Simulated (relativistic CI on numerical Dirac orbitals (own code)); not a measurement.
Electric-dipole lines of Ge XVIII

These numbers are calculated, not measured: Dirac-Coulomb-Breit CI, orbitals from a KLI potential per configuration, model QED (radiative potential, 1s self-energy scaled to tabulated hydrogen-like ionisation energies), unscaled Slater integrals (own radial code, finite nucleus).

CI space (outside the closed core [Ne]): 3s2 3p3, 3s 3p4, 3s2 3p2 3d, 3p5, 3s 3p3 3d, 3p4 3d, 3s 3p2 3d2, 3s2 3p 3d 4p, 3s2 3p2 4s, 3p4 4s, 3s2 3p2 4p, 3p4 4p, 3s 3p2 3d 4s, 3s2 3p2 4d, 3s 3p3 4s, 3s2 3p2 4f, 3s 3p3 4p, 3p3 3d 4p, 3s 3p3 4d, 3s 3p3 4f, 3s2 3p2 5s, 3s2 3p2 5p, 3s2 3p 4s 4p, 3s2 3p2 5d, 3s2 3p2 5f, 3s2 3p2 5g, 3s 3p2 4s2, 3s 3p3 5s, 3s2 3p 3d2, 3s2 3d3, 3s 3p 3d3, 3s2 3d2 4s, 3s2 3d2 4p, 3s2 3d2 4d, 3p3 3d2, 3p2 3d3, 3p2 3d2 4s, 3p2 3d2 4p, 3p2 3d2 4d, 3s2 3p 3d 4s, 3s 3p 3d2 4s, 3s2 3d 4s2, 3s2 3d 4s 4p, 3s2 3d 4s 4d, 3s 3p2 3d 4p, 3s 3p 3d2 4p, 3s 3p 3d 4s 4p, 3s 3p 3d 4p2, 3s 3p 3d 4p 4d, 3p3 3d 4s, 3p2 3d 4s2, 3p2 3d 4s 4p, 3p2 3d 4s 4d, 3s2 3p 4s2, 3s 3p 3d 4s2, 3s2 4s2 4p, 3s2 4s2 4d, 3s2 3p 4p2, 3s2 3d 4p2, 3s2 4s 4p2, 3s2 4p3, 3s2 4p2 4d, 3s 3p2 4s 4p, 3s 3p 4s2 4p, 3s 3p 4s 4p2, 3s 3p 4s 4p 4d. Double excitations out of closed p, d and f shells are left out; levels of such configurations are missing from the list, as are those of other unlisted configurations, and high levels can miss mixing partners. These lack a partner that the ground configuration has and come out too high: 3s2 3p2 4f, 3s 3p3 4d, 3s 3p3 4f, 3s2 3p2 5s, 3s2 3p2 5p.

```tsv
λ vac (nm)	Lower	Upper	A (s⁻¹)	gf	Branching (%)
12.812	3s 3p4 4P_5/2 [6]	3s 3p3 3d 4D°_7/2 [84]	9.39e+10	1.85e+00	90.8
12.872	3s 3p4 2D_5/2 [10]	3s2 3p 3d2 4G°_7/2 [105]	6.41e+10	1.27e+00	72.4
12.904	3s2 3p3 2P°_1/2 [4]	3s2 3p2 3d 2D_3/2 [40]	9.36e+10	9.35e-01	67.9
12.944	3s2 3p3 2D°_5/2 [3]	3s2 3p2 3d 2F_7/2 [37]	1.61e+11	3.23e+00	100.0
12.951	3s2 3p3 2D°_3/2 [2]	3s2 3p2 3d 2F_5/2 [36]	1.25e+11	1.88e+00	79.8
13.014	3s2 3p2 3d 4F_3/2 [13]	3s2 3p 3d2 4F°_3/2 [120]	1.05e+11	1.07e+00	64.3
13.074	3s 3p4 2D_5/2 [10]	3s2 3p 3d2 4G°_7/2 [103]	5.45e+10	1.12e+00	70.6
13.079	3s2 3p2 3d 4F_5/2 [14]	3s2 3p 3d2 4F°_5/2 [124]	8.92e+10	1.37e+00	57.1
13.101	3s 3p4 4P_3/2 [7]	3s 3p3 3d 4D°_5/2 [88]	3.96e+10	6.11e-01	53.7
13.105	3s 3p4 2D_5/2 [10]	3s 3p3 3d 2D°_5/2 [102]	7.84e+10	1.21e+00	76.3
13.167	3s2 3p2 3d 4F_7/2 [16]	3s2 3p 3d2 4F°_7/2 [128]	6.00e+10	1.25e+00	42.8
13.252	3s2 3p3 4S°_3/2 [1]	3s2 3p2 3d 4P_1/2 [29]	1.23e+11	6.50e-01	90.8
13.294	3s 3p4 4P_5/2 [6]	3s 3p3 3d 4P°_3/2 [77]	8.42e+10	8.92e-01	84.2
13.298	3s2 3p3 2D°_3/2 [2]	3s2 3p2 3d 2D_3/2 [33]	9.37e+10	9.94e-01	71.4
13.313	3s 3p3 3d 6D°_9/2 [46]	3s 3p2 3d2 6P_7/2 [214]	1.15e+11	2.45e+00	96.5
13.328	3s2 3p3 4S°_3/2 [1]	3s2 3p2 3d 4P_3/2 [28]	1.21e+11	1.29e+00	94.0
13.401	3s2 3p3 2P°_3/2 [5]	3s2 3p2 3d 2D_5/2 [41]	1.36e+11	2.20e+00	93.9
13.448	3s 3p4 4P_5/2 [6]	3s 3p3 3d 4D°_7/2 [73]	2.68e+10	5.81e-01	80.6
13.500	3s2 3p2 3d 2P_3/2 [11]	3s 3p3 3d 2P°_3/2 [111]	8.80e+10	9.62e-01	53.0
13.506	3s2 3p2 3d 4F_9/2 [21]	3s2 3p 3d2 4F°_9/2 [129]	1.11e+11	3.04e+00	76.8
13.506	3s2 3p3 4S°_3/2 [1]	3s2 3p2 3d 4P_5/2 [27]	1.23e+11	2.01e+00	92.4
13.515	3s 3p3 3d 6D°_9/2 [46]	3s 3p2 3d2 6D_9/2 [208]	9.12e+10	2.50e+00	85.0
13.548	3s2 3p3 2P°_1/2 [4]	3s2 3p2 3d 2P_3/2 [38]	4.42e+10	4.86e-01	38.7
13.582	3s2 3p2 3d 4F_7/2 [16]	3s2 3p 3d2 4D°_7/2 [119]	4.70e+10	1.04e+00	40.6
13.600	3s 3p4 4P_3/2 [7]	3s 3p3 3d 4P°_1/2 [81]	1.23e+11	6.84e-01	88.1
13.763	3s 3p4 4P_5/2 [6]	3s 3p3 3d 4P°_5/2 [69]	4.82e+10	8.22e-01	68.1
13.926	3s2 3p3 2D°_5/2 [3]	3s2 3p2 3d 2D_5/2 [32]	7.70e+10	1.34e+00	78.4
14.043	3s2 3p3 2D°_3/2 [2]	3s2 3p2 3d 2P_1/2 [31]	7.52e+10	4.45e-01	56.7
14.060	3s2 3p3 2P°_1/2 [4]	3s2 3p2 3d 2P_1/2 [35]	9.81e+10	5.81e-01	93.0
14.078	3s2 3p3 2P°_3/2 [5]	3s2 3p2 3d 2S_1/2 [39]	9.98e+10	5.93e-01	83.5
14.109	3s2 3p3 2P°_3/2 [5]	3s2 3p2 3d 2P_3/2 [38]	6.61e+10	7.88e-01	57.9
14.156	3s2 3p2 3d 4P_5/2 [27]	3s2 3p 3d2 4D°_7/2 [138]	1.24e+11	2.98e+00	60.7
14.269	3s2 3p2 3d 2F_5/2 [36]	3s2 3p 3d2 2G°_7/2 [158]	1.45e+11	3.54e+00	67.9
14.370	3s2 3p2 3d 2G_9/2 [26]	3s2 3p 3d2 2G°_9/2 [136]	8.85e+10	2.74e+00	72.4
14.405	3s2 3p2 3d 2F_7/2 [37]	3s2 3p 3d2 2G°_9/2 [161]	1.60e+11	4.97e+00	82.3
14.488	3s2 3p2 3d 2G_7/2 [24]	3s2 3p 3d2 2G°_7/2 [134]	6.64e+10	1.67e+00	51.5
14.505	3s 3p4 2D_5/2 [10]	3s 3p3 3d 2P°_3/2 [89]	8.21e+10	1.04e+00	64.1
14.639	3s2 3p2 3d 2G_9/2 [26]	3s2 3p 3d2 2H°_11/2 [135]	4.03e+10	1.55e+00	89.6
14.903	3s2 3p3 2D°_3/2 [2]	3s 3p4 2P_3/2 [25]	4.36e+10	5.81e-01	36.8
14.904	3s2 3p2 3d 4F_9/2 [21]	3s2 3p 3d2 4G°_11/2 [112]	3.20e+10	1.28e+00	95.1
14.981	3s2 3p2 3d 2D_5/2 [41]	3s2 3p 3d2 2F°_7/2 [168]	1.41e+11	3.79e+00	78.1
15.066	3s2 3p2 3d 2D_3/2 [40]	3s2 3p 3d2 2F°_5/2 [166]	1.10e+11	2.25e+00	62.2
15.299	3s2 3p3 2D°_5/2 [3]	3s 3p4 2P_3/2 [25]	6.23e+10	8.75e-01	52.6
16.512	3s2 3p2 3d 4F_9/2 [21]	3s 3p3 3d 4D°_7/2 [98]	4.33e+10	1.42e+00	43.2
16.714	3s2 3p2 3d 2G_9/2 [26]	3s 3p3 3d 2F°_7/2 [114]	5.31e+10	1.78e+00	50.7
```

Terms are leading LS components. Brackets give the number of a level in order of energy, since labels repeat. The list gives strong lines, with weight on those to low levels, without lines whose two gauges differ by over a factor of 2.5, among the lowest 400 of 7833 levels, so that lines to higher ones, which can be the strongest, are missing. Levels whose partners in the same complex of configurations lie outside the list can be far off, and so can their lines. Rates are taken at the computed energies, electric ones in the length gauge.

At this charge energies of transitions that change n are usually good to better than 1 %, and those within a shell (Δn = 0) to a few per cent.

LS names give the leading component of a level, which can be under half, so a name can repeat, a term be missing and a line seem to break the LS rules.
